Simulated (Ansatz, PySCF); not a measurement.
Gas-phase reaction (SMILES): CO[SiH](OC)OC [trimethoxysilane] + S (H2S) → CO[Si](S)(OC)OC [trimethoxy(sulfanyl)silane] + [H][H] (H2); hydrogen sulfide cleaves one Si-H bond, a model of a ligand-exchange step.

Structures are relaxed separately at B3LYP-D3(BJ)/def2-TZVP in Ansatz (a quantum-chemistry and plane-wave program), one conformer each, not searched for the lowest. Cores are frozen in the correlated levels unless marked. No spin-orbit coupling. Non-relativistic. Basis-set limits of correlation are two-point, X^-3; Hartree-Fock from the larger set. [CCSD(T)-MP2]/basis is that difference in the basis named. Thermal terms are rigid-rotor harmonic-oscillator values from B3LYP-D3(BJ) frequencies (Ansatz or PySCF) at 298.15 K and 1 atm. 1 Eh = 627.5095 kcal/mol.

```tsv
species	E, RI-MP2/CBS(aug-cc-pV(T+d)Z,aug-cc-pV(Q+d)Z)+[CCSD(T)-MP2]/aug-cc-pV(T+d)Z (Ansatz) (Eh)	E, PBE/def2-TZVPD (Ansatz) (Eh)	H - E (Eh)
CO[SiH](OC)OC	-634.88286	-635.20209	0.14858
S (H2S)	-398.97028	-399.22829	0.01881
CO[Si](S)(OC)OC	-1032.69830	-1033.28204	0.15199
[H][H] (H2)	-1.17524	-1.16589	0.01336
```

Problem. Work out ΔE and ΔH at 298.15 K at the first level, then ΔH at the second.

Solution. 
1. ΔE = [(-1032.69830) + (-1.17524)] - [(-634.88286) + (-398.97028)] = -0.02040 Eh = -12.8 kcal/mol at RI-MP2/CBS(aug-cc-pV(T+d)Z,aug-cc-pV(Q+d)Z)+[CCSD(T)-MP2]/aug-cc-pV(T+d)Z.
2. The terms H - E add up to -0.00204 Eh, so ΔH = (-0.02040 + (-0.00204))×627.5095 = -14.1 kcal/mol.
3. At PBE/def2-TZVPD the same steps give ΔE = -11.0 and ΔH = -12.3 kcal/mol, a shift of +1.8 from the first level.
4. These values are not checked against measurement here, since the tables used lack a sound gas-phase enthalpy of formation for at least one species.
